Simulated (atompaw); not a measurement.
What one change does to a pseudopotential (Ru, PAW (atompaw))

atompaw 4.2.0.5 input, output lines left out:

```
Ru 44
GGA-PBE scalarrelativistic loggrid 1500 logderivrange -5 5 251
5 5 4 0 0 0
5 0 1
5 1 0
4 2 7
0 0 0
c
c
c
c
v
c
c
v
v
c
v
2
2.85 2.75 2.80 1.50
y
1.8
n
n
y
0.05
n
custom rrkj vanderbiltortho sinc
bessel
2.85
2.85
1.40
1.85
1.75
1.75
```

Change: all radii scaled by about 0.93 (s 2.64, p 1.30, d 1.62 bohr); local potential bessel scheme, radius 2.60 bohr; augmentation sinc compensation charge, radius 2.54 bohr; PAW radius 2.64 bohr; waves and projectors: custom rrkj vanderbiltortho; core correction smooth core density matched at 1.38 bohr.

Cutoffs: the cutoffs (Ry, on a coarse ladder) from which the occupation-weighted sum of valence levels, in a spherical-Bessel basis at the reference potential, stays within 10 and 1 mRy of its value at 400 Ry; they do not see the model core or the augmentation charge, which bear on the density cutoff.

What does the change do?

The potential gets neither clearly harder nor softer (45 Ry and 80 Ry → 45 Ry and 90 Ry); the p channel sets the loose cutoff, while the largest relative change is in d, which becomes harder; neither file shows a bound ghost.

| quantity | base | changed |
| --- | --- | --- |
| cutoff, loose | 45 Ry | 45 Ry |
| cutoff, tight | 80 Ry | 90 Ry |
| loose cutoff by channel (10 mRy a level) | s 6 Ry, p 35 Ry, d 30 Ry | s 6 Ry, p 40 Ry, d 35 Ry |
| bound ghosts | none | none |
| lowest overlap eigenvalue by channel | s 0.56, p 0.13, d 0.99 | s 0.50, p 0.20, d 0.99 |

 The cutoffs see the waves, projectors and local potential, not the compensation charge or the core.
